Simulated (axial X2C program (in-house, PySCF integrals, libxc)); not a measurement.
# Potential curves of GeN⁺, 2c

Computed with an in-house relativistic program for diatomic molecules. Two-component (2c) means X2C with spin–orbit coupling and atomic mean-field two-electron Coulomb and Gaunt terms. Basis: Ge dyall-cv3z [9s9p7d4f1g], N dyall-av3z [7s7p3d2f] (cores contracted in-house); Gaussian nuclei, density fitting, unrestricted open shells. Masses: Ge 73.921 u, N 14.003 u.

State: Ω = 1 (⟨Sz⟩ = 1.00, ⟨Lz⟩ = 0.00 at PBE0). Energies in cm⁻¹ from the lowest point of each curve. Fits are polynomials in 1 − R0/R over 0.85 to 1.23 times the lowest point R0.

| R (Å) | PBE0 |
| --- | --- |
| 1.6574 | 6405 |
| 1.7336 | 2623 |
| 1.7907 | 1020 |
| 1.8478 | 207 |
| 1.9050 | 0 |
| 1.9717 | 336 |
| 2.0384 | 1124 |
| 2.1241 | 2581 |
| 2.2288 | 4749 |
| 2.3813 | 8083 |

Occupations by symmetry block were frozen at the best pattern of an incomplete PBE0 search. Density functionals use the spin component along the axis (collinear). With several unpaired electrons one determinant need not be a pure state. Open-shell Ω = 0 determinants with evenly filled partner blocks cannot be reached by this program, so the Ω shown need not be the lowest component. This is the Ω = 1 component of a π² triplet; the 0⁺ component is not one determinant and can lie lowest.

**Question.** What are Re and ωe at the PBE0 level?

**Answer.** At PBE0, 2c: Re = 1.899 Å, ωe ≈ 644 cm⁻¹; Be follows as 0.397 cm⁻¹.
